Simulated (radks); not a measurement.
Coulomb parameter of the 5d shell of the rhenium ion Re3+ in the model configuration [Xe] 4f14 5d3 6p1, as a second difference U = [E(n + 1) + E(n - 1) - 2 E(n)] / (1)^2 with all orbitals relaxed. "Bare": the charge of the atom changes with n. "Screened": the 6p shell takes up the change at fixed total charge, which measures U(5d,5d) + U(6p,6p) - 2 U(5d,6p). All-electron calculation, scalar-relativistic Kohn-Sham, PBEsol, spin-unpolarised, spherical densities, point nucleus. Program: a radial shooting solver on a logarithmic mesh with Libxc functionals.

case,configuration,E - E(n) (eV)
start,[Xe] 4f14 5d3 6p1,0.000
bare +1,[Xe] 4f14 5d4 6p1,-30.773
bare -1,[Xe] 4f14 5d2 6p1,43.225
screened +1,[Xe] 4f14 5d4,-12.644
screened -1,[Xe] 4f14 5d2 6p2,14.459

U(bare) = 12.452 eV, U(screened by 6p) = 1.815 eV, against the Slater integral F0(5d,5d) = 15.102 eV with frozen orbitals.
